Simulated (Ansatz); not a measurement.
```yaml
crystal:
  periodic: [false, false, false]
  atoms:
    - {symbol: I, position_ang: [1.076243, -2.157905, -1.505303]}
    - {symbol: Si, position_ang: [-0.072513, -0.790520, 0.127393]}
    - {symbol: C, position_ang: [-0.132750, 0.982615, -0.039110]}
    - {symbol: O, position_ang: [0.773869, 0.388247, 0.912561]}
    - {symbol: H, position_ang: [-1.056187, -1.521475, 0.816231]}
    - {symbol: H, position_ang: [0.318838, 1.506324, -0.879386]}
    - {symbol: H, position_ang: [-0.867522, 1.638487, 0.483974]}
basis:
  gaussian: {orbitals: STO-3G}
magnetization: {spin_polarized: true, initial_magnetization: 3}
hamiltonian: {xc: {name: wB97X}}
output: {forces: true}
```

```sh
$ ansatz run in.yaml --threads 2 --pin off --events-out ev --progress --plain --max-ram 4352MiB
```

Shortened log:

```
Error: a molecule whose nuclei and cores have a total charge of 84 cannot have a net charge of 0 together with 3 unpaired electrons
```

Question: Something in this input is off. What?

Answer: The number of unpaired electrons doesn't fit the electron count. The input was rejected before any iteration.
